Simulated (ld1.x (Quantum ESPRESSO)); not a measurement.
# lithium (Li): one change to an RRKJ potential, before and after

```
Element                 : lithium (Li)
Generator               : ld1.x (Quantum ESPRESSO) 7.5
Type                    : norm-conserving RRKJ (Kleinman–Bylander form)
Functional              : LDA (PZ)
Relativity              : scalar-relativistic
Frozen core             : [He]
Valence charge          : 1
Reference configuration : 2s0.5 2p0.5
Partial waves           : 2p (bound): rc 4.20 bohr; 2s (bound): rc 3.15 bohr
Local potential         : the s channel
Core correction         : none
rho0                    : 0.01
```

Change: core correction a·sin(br)/r model core inside 1.98 bohr.

Cutoffs: the cutoffs (Ry, on a coarse ladder) from which the occupation-weighted sum of valence levels, in a spherical-Bessel basis at the reference potential, stays within 10 and 1 mRy of its value at 400 Ry; they do not see the model core or the augmentation charge, which bear on the density cutoff. Errors are all-electron minus pseudo energies relative to the spin-unpolarised reference configuration.

**Question.** Predict the effect on cutoff, ghosts and configuration errors.

**Answer.** Both files are so soft that the ladder of cutoffs tells neither apart; of the 5 tests that both files solve, the error grows in 2 and shrinks in 3 by more than 15 % and 0.3 meV (median size 4.8 → 3.0 meV); neither file shows a bound ghost. A model core, the more so a compact one, raises the density cutoff, which this test does not measure.

```tsv
quantity	base	changed
cutoff, loose	6 Ry	6 Ry
cutoff, tight	6 Ry	6 Ry
bound ghosts	none	none
error for 2s1 2p0, meV [ΔE -0.87 eV]	-0.3	-1.3
error for 2s0.5 2p0, meV [ΔE 1.17 eV]	+4.8	+3.4
error for 2s0 2p1, meV [ΔE 0.88 eV]	-0.3	-1.8
error for 2s0.5 2p0.5 (spin-polarised), meV [ΔE -0.20 eV]	+18	+5.9
error for 2s1 2p0 (spin-polarised), meV [ΔE -1.11 eV]	+19	+3.0
s: phases at 4.57 bohr within 0.05 rad from the reference energy up to (Ry; the scan ends near 5)	0.6	0.6
p: phases at 4.57 bohr within 0.05 rad from the reference energy up to (Ry; the scan ends near 5)	0.6	0.6
```
